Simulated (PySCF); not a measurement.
# A search over the determinants of RbAl

Unrestricted PBE0; PySCF, scalar-relativistic core potentials, basis sets Rb def2-SVP with ECP28, Al def2-SVP. Outer shells of the fragments: Rb 5s1; Al 3s2 3p1.

Followed along the bond (rough minima from three points):

| 2Ms+1 | unpaired | ⟨S²⟩ at the start | R at minimum (Å) | Te (eV) |
| --- | --- | --- | --- | --- |
| 3 | σ ↑, π ↑ | 2.00 | 3.58 | 0.00 |
| 1 | σ ↓, π ↑ | 1.01 | 3.61 | 0.15 |
| 1 | none | 0.00 | 3.83 | 0.16 |
| 3 | π ↑↑ | 2.01 | 3.20 | 0.49 |
| 1 | π ↑↓ | 1.01 | 3.20 | 0.68 |

Solutions found at the starting distance of 3.255 Å, counted from the lowest of them; the search is not exhaustive and high or unbound solutions are not listed, so other states can lie among these:

```csv
2Ms+1,unpaired,term,E (eV),⟨S²⟩,⟨Lz²⟩,μ (D)
3,"σ ↑, π ↑",³Π,0.00,2.00,1.00,-7.14
1,"σ ↓, π ↑",mixed,0.16,1.01,1.00,-6.45
1,none,¹Σ⁺,0.35,0.00,0.00,-4.09
3,π ↑↑,³Σ⁻,0.42,2.01,0.00,-10.72
1,π ↑↓,mixed,0.61,1.01,2.01,-10.53
3,σ ↑↑,³Σ⁺,1.05,2.00,0.00,3.53
1,none,mixed,1.20,0.00,2.00,-9.59
3,π ↑↑,mixed,2.32,2.00,2.01,4.65
1,"σ ↑, δ ↓",mixed,2.80,1.00,4.00,1.47
3,"π ↑, δ ↑",mixed,3.01,2.00,5.01,1.28
```

A term symbol is given only where ⟨S²⟩ and ⟨Lz²⟩ are close to those of a pure state; real π, δ and φ orbitals otherwise mix terms. A positive dipole means Rb(−)Al(+).

Spin–orbit coupling is left out. Counting both spins, an empty level lies below a filled one in some of these solutions, because spin and occupation are held.
